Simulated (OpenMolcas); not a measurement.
A calculation on Re II.

```
Program             : OpenMolcas
Method              : XMS-CASPT2, IPEA 0.25 Eh, imaginary shift 0.1 Eh (closed shells correlated: 5s 5p)
Basis               : ANO-RCC-VTZP [8s7p5d3f2g1h]
Scalar Hamiltonian  : DKH2, point nucleus
Active space        : 6 electrons in 6 orbitals (5d 6s)
State averaging     : 2S+1 = 7 even, 1 root; 2S+1 = 5 even, 35 roots kept (CI in the orbitals of an earlier block); 2S+1 = 3 even, 55 roots kept (CI in the orbitals of an earlier block); 2S+1 = 1 even, 10 roots kept (CI in the orbitals of an earlier block)
Spin-orbit coupling : RASSI with atomic mean-field integrals over the reference wave functions, term energies averaged over their components
```

**Question.** Which level of the active space comes out lowest?

**Answer.** 5d⁵ 6s ⁷S₃, with 94 % of that term; it is also the measured ground level.

**Question.** How high does 5d⁵ 6s ⁵D₀ lie?

**Answer.** 1.761 eV above the lowest level.

**Question.** How high does 5d⁵ 6s ⁵D₂ lie?

**Answer.** 1.803 eV above the lowest level.

**Question.** How high does 5d⁵ 6s ⁵G₄ lie?

**Answer.** 2.719 eV above the lowest level; measured 2.5371 eV above the ground level, so the calculation is off by +7 %.

**Question.** The level at 2.602 eV has J = 3. What is it made of, and what is its g factor?

**Answer.** 69 % 5d⁵ 6s ⁵G₃, 10 % 5d⁵ 6s ³F(2), 8 % 5d⁵ 6s ³D; g = 1.039, against 0.916 from Landé's formula for the pure leading term.

Measured values: NIST Handbook of Basic Atomic Spectroscopic Data.

Term energies are means over components that CASPT2 splits; among the terms shown or strongly mixed into the levels shown the widest spread is 1800 cm-1 (5d⁵ 6s ⁵G). Over all roots computed the reference weight is 0.87 to 0.93; the roots of lowest weight are the least certain, and an intruder state may touch them. Terms from blocks run as CI alone lack orbitals of their own. Measured partners are found by configuration, term and J. A level has none where our copy of the source lacks it or the pairing is in doubt (some pairs that miss far off the trend of their configuration count as doubtful), and it then counts in no deviation. Only configurations of the active space appear.

A number in round brackets counts repeated terms of one configuration in the order of the reference energies.
